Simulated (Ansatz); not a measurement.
`C=C([SiH3])[SiH2]C`. The species carries charge 0 and has multiplicity 1.

```json
{"atom": "C1", "x (Å)": "0.4612", "y (Å)": "2.0015", "z (Å)": "-0.4755"}
{"atom": "C2", "x (Å)": "0.1055", "y (Å)": "0.8639", "z (Å)": "0.1309"}
{"atom": "Si3", "x (Å)": "-1.4341", "y (Å)": "0.8394", "z (Å)": "1.1818"}
{"atom": "Si4", "x (Å)": "1.1539", "y (Å)": "-0.6669", "z (Å)": "-0.0943"}
{"atom": "C5", "x (Å)": "0.1725", "y (Å)": "-2.0566", "z (Å)": "-0.8716"}
{"atom": "H6", "x (Å)": "-0.1157", "y (Å)": "2.9205", "z (Å)": "-0.3808"}
{"atom": "H7", "x (Å)": "1.3525", "y (Å)": "2.0722", "z (Å)": "-1.0978"}
{"atom": "H8", "x (Å)": "-1.1108", "y (Å)": "0.4351", "z (Å)": "2.5774"}
{"atom": "H9", "x (Å)": "-2.0567", "y (Å)": "2.1910", "z (Å)": "1.1896"}
{"atom": "H10", "x (Å)": "-2.4170", "y (Å)": "-0.1468", "z (Å)": "0.6531"}
{"atom": "H11", "x (Å)": "2.3193", "y (Å)": "-0.3031", "z (Å)": "-0.9498"}
{"atom": "H12", "x (Å)": "1.6623", "y (Å)": "-1.1136", "z (Å)": "1.2342"}
{"atom": "H13", "x (Å)": "-0.2148", "y (Å)": "-1.7584", "z (Å)": "-1.8486"}
{"atom": "H14", "x (Å)": "0.7977", "y (Å)": "-2.9424", "z (Å)": "-1.0067"}
{"atom": "H15", "x (Å)": "-0.6758", "y (Å)": "-2.3359", "z (Å)": "-0.2420"}
```

Question: What are the harmonic wavenumbers in cm⁻¹ at PBE0-D4/def2-TZVP (Ansatz, finite differences of forces, unscaled)? (An estimate is asked.)

Answer: Computed: 42, 113, 128, 156, 199, 283, 328, 483, 501, 584, 623, 692, 723, 746, 775, 854, 883, 896, 931, 935, 946, 953, 1022, 1159, 1277, 1449, 1450, 1454, 1647, 2199, 2201, 2211, 2215, 2221, 3051, 3100, 3136, 3138, 3176.

Question: Is this a minimum?

Answer: Yes, all 39 modes are real.

Question: Give the ideal-gas thermochemistry at 298.15 K and 1 bar (rigid rotor, harmonic oscillator; point group C1, symmetry number 1).

Answer: Zero-point energy 292.4 kJ/mol; H(298) − E = 317.8 kJ/mol; entropy 380.3 J/(mol·K), of which translation 166.6, rotation 115.9, vibration 97.8; G(298) − E = 204.4 kJ/mol. Modes under 100 cm⁻¹ are hindered rotations or soft bends, so the harmonic entropy is rough.

Question: Rotational constants (cm⁻¹)?

Answer: 0.1364, 0.06449, 0.04981.
